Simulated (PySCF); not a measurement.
**SeF: everyday levels beside a composite calculation**

PySCF; the state is a doublet (π ↑). The composite is CCSD(T) extrapolated to the basis-set limit from two correlation-consistent sets, with core-valence (CV) and scalar-relativistic (SR) terms as its label shows; it has no spin–orbit coupling and nothing beyond (T). Here it is CCSD(T)/CBS(TQ)+CV. It gives Re = 1.737 Å, ωe = 699 cm⁻¹ and De = 3.44 eV to Se + F.

```json
{"level": "UHF", "basis": "aug-pcseg-1", "relativity": "no relativity", "Re (Å)": "1.756", "ωe (cm⁻¹)": "731", "De (eV)": "1.17"}
{"level": "UHF-MP2", "basis": "def2-SVP", "relativity": "no relativity", "Re (Å)": "1.761", "ωe (cm⁻¹)": "691", "De (eV)": "2.95"}
{"level": "UHF-SCS-MP2", "basis": "aug-pcseg-1", "relativity": "no relativity", "Re (Å)": "1.802", "ωe (cm⁻¹)": "656", "De (eV)": "3.19"}
{"level": "UHF-CCSD", "basis": "def2-TZVPP", "relativity": "no relativity", "Re (Å)": "1.735", "ωe (cm⁻¹)": "714", "De (eV)": "3.03"}
{"level": "UHF-CCSD(T)", "basis": "def2-SVP", "relativity": "no relativity", "Re (Å)": "1.770", "ωe (cm⁻¹)": "676", "De (eV)": "2.76"}
{"level": "PBE", "basis": "def2-SVPD", "relativity": "no relativity", "Re (Å)": "1.790", "ωe (cm⁻¹)": "649", "De (eV)": "3.85"}
{"level": "BP86", "basis": "aug-cc-pVDZ-PP/aug-cc-pVDZ", "relativity": "scalar-relativistic core potentials", "Re (Å)": "1.797", "ωe (cm⁻¹)": "652", "De (eV)": "3.82"}
{"level": "r²SCANh", "basis": "aug-cc-pVDZ-PP/aug-cc-pVDZ", "relativity": "scalar-relativistic core potentials", "Re (Å)": "1.768", "ωe (cm⁻¹)": "691", "De (eV)": "3.28"}
{"level": "PBE0", "basis": "def2-SVP", "relativity": "no relativity", "Re (Å)": "1.751", "ωe (cm⁻¹)": "708", "De (eV)": "3.28"}
{"level": "MN15", "basis": "def2-TZVPP", "relativity": "no relativity", "Re (Å)": "1.729", "ωe (cm⁻¹)": "718", "De (eV)": "3.52"}
```

Question: Give the difference of each row from the composite.

Answer: 

```
      level                       basis  ΔRe (pm)  Δωe (%)  ΔDe (eV)
        UHF                 aug-pcseg-1      +1.9     +4.6     -2.27
    UHF-MP2                    def2-SVP      +2.4     -1.1     -0.49
UHF-SCS-MP2                 aug-pcseg-1      +6.5     -6.2     -0.25
   UHF-CCSD                  def2-TZVPP      -0.2     +2.1     -0.41
UHF-CCSD(T)                    def2-SVP      +3.3     -3.3     -0.68
        PBE                   def2-SVPD      +5.3     -7.2     +0.41
       BP86  aug-cc-pVDZ-PP/aug-cc-pVDZ      +6.0     -6.7     +0.38
    r²SCANh  aug-cc-pVDZ-PP/aug-cc-pVDZ      +3.1     -1.1     -0.16
       PBE0                    def2-SVP      +1.4     +1.3     -0.16
       MN15                  def2-TZVPP      -0.8     +2.7     +0.08
```

Question: Which rows come closest in De?

Answer: MN15 in def2-TZVPP (+0.08 eV), counted from the composite.

Correlated steps freeze 10 core orbitals. Correlated levels converge slowly with the basis: in double zeta they bind strong bonds too weakly, by up to about 1 eV, and carry superposition errors of some tenths. Spin–orbit coupling is left out. The state was picked by a PBE0 search and need not be the measured ground state.
